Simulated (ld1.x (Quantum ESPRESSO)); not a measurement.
## Cutoff test, lead, PAW

| Item | Value |
| --- | --- |
| Element | Pb (Z = 82) |
| Generator | ld1.x (Quantum ESPRESSO) 7.5 |
| Type | PAW |
| Functional | LDA (PZ) |
| Relativity | scalar-relativistic |
| Frozen core | [Xe] 4f14 |
| Valence charge | 14 |
| Reference configuration | 5d10 6s2 6p1 (charge +1) |
| Partial waves | 6s (bound): rcut 2.00, rcutus 2.35 bohr; 6s channel at -0.45 Ry: rcut 2.00, rcutus 2.35 bohr; 6p (bound): rcut 2.50, rcutus 2.70 bohr; 6p channel at -0.4 Ry: rcut 2.50, rcutus 2.70 bohr; 5d (bound): rcut 1.65, rcutus 2.25 bohr; 5d channel at -1.1 Ry: rcut 1.65, rcutus 2.25 bohr |
| Local potential | all-electron potential smoothed inside 1.95 bohr (lloc = -2) |
| Core correction | Bessel-smoothed model core, default radius (core density twice the valence density) |
| Augmentation charge | BESSEL, radius 1.70 bohr |

The pseudo-atom Hamiltonian at the reference potential is diagonalised in spherical Bessel functions j_l(qr) that vanish at 20 bohr, with q² up to the cutoff. All-electron valence levels (Ry): 6s -1.4400, 6p -0.7463, 5d -2.1333.

How do the lowest levels (Ry) of each channel move with the cutoff, and are there ghosts?

```json
{"cutoff (Ry)": "8", "s #1": "-1.4398", "s #2": "-0.3242", "p #1": "-0.7460", "d #1": "-1.9429", "f #1": "-0.0604", "Σ f·Δε (mRy)": "1904.9"}
{"cutoff (Ry)": "10", "s #1": "-1.4398", "s #2": "-0.3243", "p #1": "-0.7461", "d #1": "-2.0459", "f #1": "-0.0604", "Σ f·Δε (mRy)": "874.8"}
{"cutoff (Ry)": "15", "s #1": "-1.4399", "s #2": "-0.3243", "p #1": "-0.7462", "d #1": "-2.1193", "f #1": "-0.0604", "Σ f·Δε (mRy)": "140.3"}
{"cutoff (Ry)": "18", "s #1": "-1.4400", "s #2": "-0.3243", "p #1": "-0.7462", "d #1": "-2.1308", "f #1": "-0.0604", "Σ f·Δε (mRy)": "24.9"}
{"cutoff (Ry)": "25", "s #1": "-1.4400", "s #2": "-0.3243", "p #1": "-0.7463", "d #1": "-2.1328", "f #1": "-0.0605", "Σ f·Δε (mRy)": "4.7"}
{"cutoff (Ry)": "30", "s #1": "-1.4400", "s #2": "-0.3243", "p #1": "-0.7463", "d #1": "-2.1330", "f #1": "-0.0605", "Σ f·Δε (mRy)": "3.3"}
{"cutoff (Ry)": "40", "s #1": "-1.4400", "s #2": "-0.3243", "p #1": "-0.7463", "d #1": "-2.1332", "f #1": "-0.0605", "Σ f·Δε (mRy)": "0.6"}
{"cutoff (Ry)": "45", "s #1": "-1.4400", "s #2": "-0.3243", "p #1": "-0.7463", "d #1": "-2.1333", "f #1": "-0.0605", "Σ f·Δε (mRy)": "0.5"}
{"cutoff (Ry)": "400", "s #1": "-1.4400", "s #2": "-0.3243", "p #1": "-0.7463", "d #1": "-2.1333", "f #1": "-0.0605", "Σ f·Δε (mRy)": "0.0"}
```

Result: no extra level below or beside the all-electron valence levels (s, p, d, f tested); 10 mRy is reached at 21 Ry and 1 mRy at 35 Ry.
